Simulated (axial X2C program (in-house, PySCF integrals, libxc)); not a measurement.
**Outer orbitals of Ga₂⁺ at 3.281 Å, BHandHLYP**

Computed with an in-house all-electron X2C program for linear molecules (integrals from PySCF). Spin-free means the one-electron spin-free X2C Hamiltonian; two-component (2c) means X2C with spin–orbit coupling and atomic mean-field two-electron Coulomb and Gaunt terms, so the difference of the two also holds small scalar two-electron terms. Basis: Ga dyall-cv3z [9s9p7d4f1g] (cores contracted in-house); Gaussian nuclei, density fitting, unrestricted open shells. Masses: Ga 68.926 u.

The distance is close to the 2c PBE0 minimum; the highest filled and lowest empty levels are listed.

Spin-free orbitals, state M_S = 1/2, Λ = 0 (beyond evenly filled blocks: σα) (Löwdin shares):

```csv
symmetry,occupied,ε (eV),atomic character
δ-β,yes,-31.41,100% Ga d
δ+β,yes,-31.41,100% Ga d
δ+β,yes,-31.41,100% Ga d
δ-β,yes,-31.41,100% Ga d
δ+α,yes,-31.41,100% Ga d
δ-α,yes,-31.41,100% Ga d
δ+α,yes,-31.41,100% Ga d
δ-α,yes,-31.41,100% Ga d
π-α,yes,-31.33,100% Ga d
π+α,yes,-31.33,100% Ga d
σα,yes,-31.33,100% Ga d
π+α,yes,-31.31,100% Ga d
π-α,yes,-31.31,100% Ga d
π+β,yes,-31.29,100% Ga d
π-β,yes,-31.29,100% Ga d
π-β,yes,-31.27,100% Ga d
π+β,yes,-31.27,100% Ga d
σα,yes,-31.27,100% Ga d
σβ,yes,-31.25,100% Ga d
σβ,yes,-31.21,100% Ga d
σα,yes,-17.21,"91% Ga s, 6% Ga p"
σβ,yes,-16.49,"93% Ga s, 5% Ga p"
σα,yes,-15.68,"90% Ga s, 8% Ga p"
σβ,yes,-15.08,"91% Ga s, 6% Ga p"
σα,yes,-10.11,"92% Ga p, 6% Ga s"
π-α,no,-6.38,97% Ga p
π+α,no,-6.38,97% Ga p
σβ,no,-6.28,"94% Ga p, 5% Ga s"
π-β,no,-6.28,98% Ga p
π+β,no,-6.28,98% Ga p
```

Spinors with spin–orbit coupling (state Ω = 1/2):

```tsv
ω	occupied	ε (eV)	atomic character	λ mixture
3/2	yes	-31.68	100% Ga d	85% δ, 15% π
3/2	yes	-31.68	100% Ga d	86% δ, 14% π
-3/2	yes	-31.67	100% Ga d	87% δ, 13% π
-3/2	yes	-31.67	100% Ga d	88% δ, 12% π
1/2	yes	-31.58	100% Ga d	54% π, 46% σ
-1/2	yes	-31.57	100% Ga d	71% π, 29% σ
-1/2	yes	-31.57	100% Ga d	66% π, 34% σ
1/2	yes	-31.56	100% Ga d	62% π, 38% σ
-5/2	yes	-31.24	100% Ga d	100% δ
-5/2	yes	-31.24	100% Ga d	100% δ
5/2	yes	-31.24	100% Ga d	100% δ
5/2	yes	-31.24	100% Ga d	100% δ
3/2	yes	-31.17	100% Ga d	85% π, 15% δ
3/2	yes	-31.15	100% Ga d	86% π, 14% δ
-3/2	yes	-31.13	100% Ga d	87% π, 13% δ
1/2	yes	-31.13	100% Ga d	54% σ, 46% π
-3/2	yes	-31.12	100% Ga d	88% π, 12% δ
-1/2	yes	-31.10	100% Ga d	66% σ, 34% π
1/2	yes	-31.10	100% Ga d	62% σ, 38% π
-1/2	yes	-31.08	100% Ga d	71% σ, 29% π
1/2	yes	-17.21	91% Ga s, 6% Ga p	100% σ
-1/2	yes	-16.49	93% Ga s, 5% Ga p	100% σ
1/2	yes	-15.68	90% Ga s, 8% Ga p	100% σ
-1/2	yes	-15.07	91% Ga s, 6% Ga p	100% σ
1/2	yes	-10.11	92% Ga p, 6% Ga s	100% σ
-1/2	no	-6.41	97% Ga p	100% π
3/2	no	-6.35	97% Ga p	100% π
1/2	no	-6.31	98% Ga p	100% π
-1/2	no	-6.28	94% Ga p, 5% Ga s	100% σ
```

(1) How does the gap between the highest filled and lowest empty level change from the spin-free to the 2c table?

Mulliken charges and populations of the two-component result (they depend on the basis, above all on diffuse functions):

Ga1 0.50 e (s 7.97 p 12.51 d 10.02), Ga2 0.50 e (s 7.97 p 12.51 d 10.02). ⟨Lz⟩ = 0.00 ħ and ⟨Sz⟩ = 0.50 ħ (0.25 and 0.25 on the two atoms), which add up to Ω.

Occupations by symmetry block were frozen at the best pattern of an incomplete PBE0 search. Density functionals use the spin component along the axis (collinear).

Answers

(1) From 3.73 to 3.70 eV at BHandHLYP, a change of -0.03 eV.
